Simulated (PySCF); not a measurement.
C₄H₅FN₂.
Atom-mapped SMILES: `[CH3:1]/[N:2]=[CH:3]\[C@H:4]([F:5])[C:6]#[N:7]` (hydrogens: H8, H9, H10 on C1; H11 on C3; H12 on C4)

All values: wB97X-D/def2-SVPD (PySCF, non-relativistic), on one gas-phase PBE0-D3(BJ)/def2-SVP geometry that isn't relaxed in the solvent. The solvent is an IEF-PCM continuum (van der Waals radii × 1.2), and excitations are vertical TDDFT with non-equilibrium linear response and a frozen core. Only the electrostatic response of the medium enters.

Gas-phase singlets (H = HOMO, L = LUMO):

| state | E (eV) | λ (nm) | f | leading configurations |
| --- | --- | --- | --- | --- |
| S1 | 4.821 | 257 | 0.001 | H→L 93% |
| S2 | 6.606 | 188 | 0.004 | H→L+1 80%, H-2→L+1 11% |
| S3 | 7.426 | 167 | 0.001 | H-2→L+1 41%, H-2→L 24%, H→L+1 13% |
| S4 | 7.512 | 165 | 0.030 | H→L+2 58%, H-1→L 17% |
| S5 | 7.698 | 161 | 0.196 | H-1→L 55%, H-3→L+1 14% |

Problem. How does the list change in chloroform (ε = 4.711)?

Solution. 
```json
{"state": "S1", "E (eV)": "4.892", "λ (nm)": "253", "f": "0.002", "leading configurations": "H→L 87%", "change by rank (eV)": "+0.071"}
{"state": "S2", "E (eV)": "6.553", "λ (nm)": "189", "f": "0.006", "leading configurations": "H→L+1 78%, H-2→L+1 8%", "change by rank (eV)": "-0.053"}
{"state": "S3", "E (eV)": "7.444", "λ (nm)": "167", "f": "0.072", "leading configurations": "H-1→L 34%, H-2→L 19%, H→L+2 16%", "change by rank (eV)": "+0.018"}
{"state": "S4", "E (eV)": "7.467", "λ (nm)": "166", "f": "0.090", "leading configurations": "H-1→L 32%, H-2→L+1 25%, H-2→L 14%", "change by rank (eV)": "-0.045"}
{"state": "S5", "E (eV)": "7.638", "λ (nm)": "162", "f": "0.187", "leading configurations": "H→L+2 40%, H-1→L 25%, H-3→L+1 12%", "change by rank (eV)": "-0.060"}
```

Problem. The ground-state energy changes by -0.246 eV from gas to chloroform. By how much does the total energy of gas-phase S1 change?

Solution. E(S1) = E(S0) + excitation energy, so it changes by -0.246 + 0.071 = -0.175 eV: it is lowered less than the ground state, which is what a blue shift means. This is the vertical state, with the slow part of the continuum still set for S0.

Problem. How do the frontier levels move from gas to chloroform?

Solution. 
| orbital | gas (eV) | solvent (eV) | change (eV) | Löwdin shares, gas | Löwdin shares, solvent |
| --- | --- | --- | --- | --- | --- |
| LUMO+2 | 2.04 | 2.27 | +0.23 | C1 20 %, C6 14 %, C3 12 %, H12 10 % | C6 22 %, N7 22 %, C3 17 %, C4 9 % |
| LUMO+1 | 1.14 | 1.23 | +0.09 | N7 27 %, C6 25 %, C4 18 %, F5 11 % | N7 27 %, C6 25 %, C4 16 %, F5 10 % |
| LUMO | 0.59 | 0.78 | +0.19 | N2 31 %, C3 29 %, C4 10 %, N7 7 % | N2 28 %, C3 26 %, N7 10 %, C4 10 % |
| HOMO | -9.82 | -9.68 | +0.14 | N2 55 %, C1 11 %, C3 11 %, C4 7 % | N2 54 %, C1 12 %, C3 11 %, C4 7 % |
| HOMO-1 | -11.24 | -11.00 | +0.24 | N2 35 %, C3 28 %, C1 13 %, H10 6 % | N2 35 %, C3 27 %, C1 14 %, H10 7 % |
| HOMO-2 | -12.19 | -12.19 | 0.00 | N7 44 %, C6 33 %, C4 7 %, H12 4 % | N7 41 %, C6 30 %, C4 8 %, H12 5 % |
| HOMO-3 | -12.50 | -12.56 | -0.06 | N7 48 %, C6 39 %, F5 6 % | N7 48 %, C6 39 %, F5 6 % |

The HOMO–LUMO gap goes from 10.42 to 10.45 eV. Rows go by rank; for LUMO+2 the atom shares or the degeneracy differ between the runs, so the row needn't follow one orbital.

The values belong to the conformer `[CH3:1]/[N:2]=[CH:3]\[C@H:4]([F:5])[C:6]#[N:7]`: N2–C3–C4–F5 -168°.

wB97X-D is run here without its empirical dispersion term; that term would change no orbital, density or response property at a fixed geometry.
